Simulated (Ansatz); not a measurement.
Abridged output of a molecular run in Ansatz:

```
Functional definition: HF
2143 factors; integrals over basis functions are off by at most 1.1e-3 eV
mean field evaluation 1: about -59804.1071 eV, gradient 7.8e1 eV
mean field evaluation 2: about -59804.4152 eV, gradient 7.8e1 eV
mean field evaluation 4: about -59813.2089 eV, gradient 1.5e1 eV
mean field evaluation 8: about -59813.6182 eV, gradient 1.1e0 eV
mean field evaluation 16: about -59813.6250 eV, gradient 2.5e-6 eV
mean field -59813.62496839 eV, -2198.1101744572 hartree, gradient 2.4e-6 eV, S^2 0.000000; 0 other end points of the search recorded, 0 dependent functions left out
18 core orbitals not correlated: weight in the atoms' cores, before any rotation towards them, 1.000 or more for the frozen orbitals, at most 0.000 for the correlated occupied ones
reference -59813.62496839 eV, -2198.1101744572 hartree; 22, 22 occupied and 316, 316 virtual orbitals, 2143 factors
second order -40.88799570 eV of doubles, -0.00000000 eV of singles
cycle   1  -37.99683463 eV  change     2.9e0 eV  update   2.6e-1
cycle   2  -39.54262609 eV  change    -1.5e0 eV  update   2.0e-1
cycle   3  -39.98848759 eV  change   -4.5e-1 eV  update   5.8e-2
cycle   4  -40.03169389 eV  change   -4.3e-2 eV  update   2.7e-2
cycle   5  -39.98934692 eV  change    4.2e-2 eV  update   1.3e-2
cycle   6  -39.98191199 eV  change    7.4e-3 eV  update   5.6e-3
cycle   7  -39.98515224 eV  change   -3.2e-3 eV  update   2.6e-3
cycle   8  -39.98403562 eV  change    1.1e-3 eV  update   9.8e-4
cycle   9  -39.98345290 eV  change    5.8e-4 eV  update   3.8e-4
cycle  10  -39.98398113 eV  change   -5.3e-4 eV  update   1.7e-4
cycle  11  -39.98416956 eV  change   -1.9e-4 eV  update   8.3e-5
cycle  12  -39.98403387 eV  change    1.4e-4 eV  update   4.8e-5
cycle  13  -39.98398539 eV  change    4.8e-5 eV  update   3.0e-5
cycle  14  -39.98399743 eV  change   -1.2e-5 eV  update   1.2e-5
perturbative correction -1.70932453 eV, -0.0628165179 hartree
Total energy: -59855.31829035 eV, -2199.6423757785 hartree
```

Its atoms:

```xyz
15

C    -1.075    0.144   -1.324
P    -0.163   -0.127    0.228
C     1.291   -1.080   -0.310
C     0.533    1.516    0.589
Cu   -1.299   -1.007    1.815
F    -2.240   -1.737    3.129
H    -0.434    0.595   -2.086
H    -1.927    0.800   -1.135
H    -1.457   -0.809   -1.692
H     1.968   -1.217    0.534
H     1.821   -0.572   -1.119
H     0.973   -2.066   -0.651
H     1.190    1.450    1.457
H     1.097    1.903   -0.263
H    -0.276    2.208    0.829
```

(1) Which basis set was used?
A. def2-QZVPP
B. cc-pV(Q+d)Z
C. def2-TZVPP
D. def2-TZVPPD

(2) Write the keys of the input that set method, charge and spin (a neutral closed shell needs none for the last two).

Results:

(1) C. It gives 356 functions.

(2) 
```yaml
correlation: {method: ccsd_t, frozen_orbitals: {C: 1, Cu: 9, F: 1, H: 0, P: 5}}
```
